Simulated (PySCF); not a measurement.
Dipole response of Ir²⁺ (iridium, charge +2)

[Xe] 4f14 5d7, high-spin 4F determinant. All numbers are calculated (PySCF 2.14, scalar relativity through the core potential, in aug-cc-pVTZ-PP with one added diffuse shell each of s, p, d, f, g type with ECP60MDF (7s7p6d4f3g, 113 functions)). Coupled (time-dependent) response in atomic units; α is the mean over directions.

```json
{"method": "UHF", "mean α (bohr³)": "9.550", "C₆ (like pair)": "60.85", "S(−4)": "21.78"}
{"method": "PBE", "mean α (bohr³)": "10.71", "C₆ (like pair)": "69.21", "S(−4)": "30.78"}
```

S(−4) is the Cauchy moment in α(ω) = α(0) + S(−4) ω² + …

Spin-orbit coupling is absent.

α(iu) at UHF:

```tsv
u (hartree)	α(iu) (bohr³)
0	9.550
0.0500	9.496
0.100	9.341
0.200	8.800
0.300	8.101
0.500	6.705
0.750	5.307
1.00	4.270
1.50	2.900
2.00	2.075
3.00	1.190
5.00	0.5225
```

For an ion, C₆ is the dispersion term alone; charge-induced terms of lower order in 1/R come first.

Energies and moments cover only the electrons outside the core potential. Spin-orbit coupling, absent here, splits the open shell strongly.
